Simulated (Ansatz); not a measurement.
Basis-set series for CH6Cl2Si2 (`[SiH3]C[SiH](Cl)Cl`). Total charge 0; spin multiplicity 1. The geometry is a stationary point of PBE0-D4/def2-TZVP. It is one conformer, not always the lowest.

```csv
atom,x (Å),y (Å),z (Å)
Si1,1.620,0.255,0.091
C2,0.022,-0.407,-0.650
Si3,-1.512,0.096,0.243
Cl4,-1.389,-0.467,2.209
Cl5,-3.157,-0.797,-0.590
H6,2.732,0.078,-0.879
H7,1.476,1.704,0.393
H8,1.945,-0.471,1.344
H9,-0.069,-0.047,-1.681
H10,0.069,-1.500,-0.690
H11,-1.737,1.555,0.209
```

```tsv
functional	basis	functions	energy (Eh)	HOMO (eV)	LUMO (eV)
PBE0-D4	def2-SVP	116	-1540.12369	-8.72	0.56
PBE0-D4	def2-TZVPP	283	-1540.69371	-8.80	0.25
ωB97M-V	def2-SVP	116	-1540.59611	-10.87	2.52
ωB97M-V	def2-TZVPP	283	-1541.16695	-10.99	1.89
```

Problem. Give the rows for def2-QZVPP. (An estimate is asked.)

Solution. The calculation gave: 
```tsv
functional	basis	functions	energy (Eh)	HOMO (eV)	LUMO (eV)
PBE0-D4	def2-QZVPP	517	-1540.74285	-8.82	0.09
ωB97M-V	def2-QZVPP	517	-1541.21324	-11.02	1.42
```

Positive LUMOs are unbound and depend on the basis.

Results of the Gaussian-basis code of Ansatz.
